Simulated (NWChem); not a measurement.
System: GeHOI, singlet; SMILES [OH][Ge][I]

```xyz
4

Ge     0.4003     1.3673     0.0000
I     -0.0180    -1.1638     0.0000
O     -1.3072     1.8849     0.0000
H     -1.3993     2.8472     0.0000
```
Atoms are numbered in this order, from 1.

Results from NWChem. Low-valent species are run as closed-shell singlets; no triplet was tried in these runs. Geometry: optimised at PBE0/def2-SVP. def2 effective core potentials on I; no spin-orbit coupling.

For level PBE0/def2-SVP (core potentials):

* **highest occupied level (eV)**: -7.14
* **dipole (D)**: 3.27

**Question.** What are these values for level PBE0/STO-3G (all-electron, non-relativistic)?

**Answer.** The highest occupied level (eV) is -3.90 and the dipole (D) is 3.80.
